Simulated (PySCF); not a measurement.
Energy of W (tungsten, neutral) between two integer charges

The 6s beta orbital of [Xe] 4f14 5d4 6s2 is emptied in steps (occupation f), with all orbitals relaxed, ending at [Xe] 4f14 5d4 6s1. Computed with PySCF 2.14 in def2-TZVPPD with the def2 core potential (60 electrons), with scalar relativity through the core potential. The exact energy is a straight line in f; departures are measured from the line between the end points of the same method.

```json
{"f": "1", "TPSS (eV)": "0.000"}
{"f": "0.75", "TPSS (eV)": "-0.522"}
{"f": "0.5", "TPSS (eV)": "-0.721"}
{"f": "0.25", "TPSS (eV)": "-0.578"}
{"f": "0", "TPSS (eV)": "0.000"}
```

```tsv
method	E(f=0) − E(f=1) (eV)	−ε at f=1 (eV)	−ε at f=0.5 (eV)
TPSS	7.343	4.613	7.203
```

Orbital energy along the path (eV):

| f | TPSS |
| --- | --- |
| 1 | -4.613 |
| 0.75 | -5.899 |
| 0.5 | -7.203 |
| 0.25 | -8.697 |
| 0 | -10.110 |

Reference removal energy between the ground levels: 7.864 eV (measured; NIST Atomic Spectra Database, ionization energies). The calculation has no spin-orbit coupling.
